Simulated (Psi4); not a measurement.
A dimer, CH2O ··· O2S (SMILES C=O and O=S=O); the first 4 atoms form monomer A.

```
7

C     -0.0058     0.0011    -0.0001
O      1.1710    -0.2278     0.0088
H     -0.7618    -0.8081    -0.0056
H     -0.4034     1.0348    -0.0031
O      3.3936     1.6069     2.1488
S      2.5056     2.2589     1.2237
O      1.2735     2.8136     1.7173
```

Q: What interaction energy does Psi4 with SAPT0/jun-cc-pVDZ, frozen core give, and which attractive term is the largest?

A: Total -18.24 kJ/mol: electrostatics -20.88, exchange 14.15, induction -5.10, dispersion -6.41. The most attractive term is electrostatics.
